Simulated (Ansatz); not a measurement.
Isolated molecules relaxed with PBE0-D4/def2-TZVP in Ansatz; ΔE leaves out vibrations. CCSD(T)/CBS adds triple-zeta CCSD(T) − MP2 to the extrapolated MP2 energy (def2 sets, frozen cores). This one scheme is used for every species. Functionals use def2-TZVPP. For Ge outer-core shells are correlated without core-valence functions, which leaves a few kJ/mol of doubt a bond. Scalar relativity is left out up to krypton. Each species was taken in one conformer, which may not be the lowest.

`BCCl` + `[CH3][GeH]([NH2])[F]` → `B[NH][GeH]([CH3])[F]` + `CCl`  (ligand exchange at a B–C bond)

`BCCl`:

```xyz
7

B     0.036   -0.332   -0.876
C     0.039    0.284    0.546
Cl   -0.993   -0.504    1.768
H     0.730    0.200   -1.694
H    -0.615   -1.287   -1.167
H    -0.260    1.337    0.488
H     1.063    0.301    0.936
```

`[CH3][GeH]([NH2])[F]`:

Z-matrix (Å, degrees):
```
C
Ge 1 1.931
H 1 1.090 2 110.0
H 1 1.091 2 109.7 3 119.4
H 1 1.090 2 110.3 3 -120.6
N 2 1.817 1 110.4 3 -177.0
F 2 1.757 1 105.4 3 -57.5
H 2 1.534 1 117.1 3 58.4
H 6 1.010 2 115.9 1 52.1
H 6 1.010 2 115.8 1 -177.9
```

`B[NH][GeH]([CH3])[F]`:

Z-matrix (Å, degrees):
```
Ge
N 1 1.838
F 1 1.746 2 106.5
C 1 1.932 2 111.7 3 -114.5
H 1 1.530 2 107.9 3 114.4
B 2 1.396 1 125.5 3 -106.9
H 2 1.010 1 116.4 3 71.9
H 4 1.090 1 109.9 2 175.0
H 4 1.091 1 109.7 2 55.6
H 4 1.091 1 110.4 2 -64.6
H 6 1.198 2 119.8 1 179.6
H 6 1.199 2 118.9 1 -0.9
```

`CCl`:

Z-matrix (Å, degrees):
```
C
Cl 1 1.773
H 1 1.088 2 108.6
H 1 1.087 2 108.7 3 -120.0
H 1 1.088 2 108.7 3 120.0
```

| level | ΔE (eV) |
| --- | --- |
| BLYP-D4 | -1.46 |
| ωB97X-V | -1.42 |
| r2SCAN0 | -1.43 |
| HF/def2-SVP | -1.49 |

Task: What does CCSD(T)/CBS give? (An estimate is asked.)

Result: Ansatz gave: -1.45 eV. The listed levels differ from it by -0.01, 0.03, 0.02, -0.04 eV.

Largest T1 diagnostic among the species: 0.012.

Leaving LDA and LC-ωPBE aside and taking each functional with its dispersion term where it has one, the values, not all of them listed here, spread over 0.05 eV, from B2PLYP to revPBE-D4. LDA lies −0.05 eV from PBE without D4. In def2-TZVPP, CCSD(T) changes the Hartree–Fock value by −0.06 eV (the triples alone add −0.02 eV) and MP2 by −0.07 eV. At CCSD(T), def2-SVP lies −0.17 eV from the extrapolated value and def2-TZVPP −0.04 eV.
